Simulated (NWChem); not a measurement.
Species: SiH₃O cation; SMILES [OH+]=[SiH2]

```xyz
5

O     -0.1516    -1.0894     0.0000
Si    -0.0505     0.4951     0.0000
H      0.5695    -1.7460     0.0000
H      1.2551     1.1754     0.0000
H     -1.3552     1.1623     0.0000
```
Atoms are numbered in this order, from 1.

Level: B3LYP/6-31G* (spherical d) (NWChem), optimised geometry, unscaled harmonic frequencies. 

List the harmonic frequencies with IR intensities, and the thermochemistry.


| frequency (cm⁻¹) | IR intensity (km/mol) |
|---|---|
| 587 | 200.7 |
| 625 | 88.4 |
| 725 | 16.9 |
| 761 | 208.9 |
| 945 | 26.4 |
| 1075 | 88.0 |
| 2342 | 4.0 |
| 2422 | 2.8 |
| 3725 | 362.5 |

```yaml
zero_point_energy: 18.9 kcal/mol
thermal correction to the enthalpy at 298.15 K (with zero-point energy): 21.6 kcal/mol
heat capacity Cv: 10.2 cal/(mol K)
entropy at 298.15 K and 1 atm (symmetry number 1): 59.0 cal/(mol K)
```

Rigid rotor and harmonic oscillator.
